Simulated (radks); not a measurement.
The oxygen ion O2+ inside a hard spherical wall (all orbitals vanish at R), configuration held at [He] 2s2 2p2 and not refilled when levels cross. Calculated with a radial shooting solver on a logarithmic mesh with Libxc functionals: non-relativistic Kohn-Sham, r2SCAN, spin-unpolarised, spherical densities, point nucleus; meta-GGA in the generalised Kohn-Sham scheme. Eigenvalues in eV, with the zero of energy where the potential of the charges vanishes at infinity; a dash marks a level that is unbound or too diffuse for the functional's potential to be trusted. A positive occupied level is held by the wall or, in an anion where self-interaction has pushed it up, behind a barrier. The pressure on the wall is -dE/dV.

\begin{tabular}{lrrrrrrrr}
R (bohr) & E (hartree) & kinetic (hartree) & e(1s) & e(2s) & e(2p) & e(3s, empty) & e(3p, empty) & pressure (GPa) \\ \hline
free & -73.10448 & 72.948 & -563.12 & -59.570 & -43.236 & - & - & 0 \\
10 & -73.10448 & 72.948 & -563.12 & -59.570 & -43.236 & - & - & < 0.0001 \\
8 & -73.10448 & 72.948 & -563.12 & -59.570 & -43.236 & -12.496 & - & < 0.0001 \\
7 & -73.10448 & 72.948 & -563.12 & -59.570 & -43.236 & -12.356 & -9.252 & < 0.0001 \\
6 & -73.10447 & 72.948 & -563.12 & -59.570 & -43.236 & -11.901 & -8.505 & 0.000515 \\
4 & -73.10297 & 72.965 & -563.02 & -59.512 & -43.165 & -5.971 & -1.257 & 0.697 \\
3.5 & -73.09723 & 73.019 & -562.75 & -59.346 & -42.962 & -0.588 & 4.446 & 4.32 \\
2.5 & -72.94913 & 73.957 & -558.83 & -56.636 & -39.861 & 32.038 & 34.924 & 175 \\
2 & -72.41317 & 76.362 & -550.44 & -49.427 & -32.393 & 83.836 & 79.212 & 1200 \\
1.5 & -69.99653 & 84.147 & -528.92 & -22.863 & -8.443 & 223.16 & 190.76 & 9940 \\
\end{tabular}
